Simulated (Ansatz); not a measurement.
Cartesian coordinates in Å:
```
F 0.9459 -1.9563 -1.4453
C 0.3885 -0.7267 -1.1293
C 0.2829 -0.5762 0.3649
Ge -0.4842 1.1352 0.8924
F -2.0571 1.2081 0.1344
H -0.5942 -0.6789 -1.6062
H 1.0315 0.0428 -1.5687
H -0.3457 -1.3669 0.7821
H 1.2722 -0.6592 0.8256
H 0.2911 2.3449 0.3460
H -0.7312 1.2332 2.4040
```

The species carries charge 0 and has multiplicity 1.

(1) List the B3LYP/def2-TZVPP orbital energies in eV (Ansatz 0.2.0). (An estimate is asked.)

Answers

(1) Computed: Occupied: -10851.10, -1355.41, -1206.34, -1206.31, -1206.30, -671.23, -670.69, -279.15, -277.36, -170.02, -120.33, -120.23, -120.22, -34.24, -33.83, -33.83, -33.74, -33.74, -32.59, -30.87, -21.29, -17.65, -15.36, -13.99, -13.75, -12.73, -11.89, -11.48, -11.24, -11.14, -9.97, -9.45, -9.40, -8.91. Lowest empty: -0.23, 0.56, 0.72, 1.59, 1.72, 1.96, 2.22, 3.19.

B3LYP here is the variant with VWN-RPA as its local correlation; programs differ in this.
